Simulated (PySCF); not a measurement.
Cd(Me)(Et) (C3H8Cd), SMILES [CH2]([Cd][CH3])C.

Geometry optimised at B3LYP-D3(BJ)/def2-SVP. The structure was generated by enumeration; whether it is a known compound was not checked. The def2 effective core potentials stand for the cores of Cd; spin–orbit coupling is left out. Other conformers were not sampled.

All values below come from C-PCM-B3LYP/def2-SVP (PySCF).

The values are the electrostatic part of the solvation free energy, E(continuum) − E(gas) at the gas-phase geometry, in a cavity of scaled van der Waals radii (PySCF's table); cavitation and dispersion terms are not included. A continuum can't describe solvent molecules that bind to the metal. In vacuum the orbital gap is 5.85 eV. The dipole moment in vacuum is 0.11 D.

Computed values in water (ε = 78.36), diethylether (ε = 4.24), chloroform (ε = 4.71):
```tsv
solvent	ε	ΔG(elec) (kcal/mol)	dipole (D)	gap (eV)
water	78.36	-4.0	0.10	6.16
diethylether	4.24	-3.0	0.11	6.08
chloroform	4.71	-3.1	0.11	6.09
```
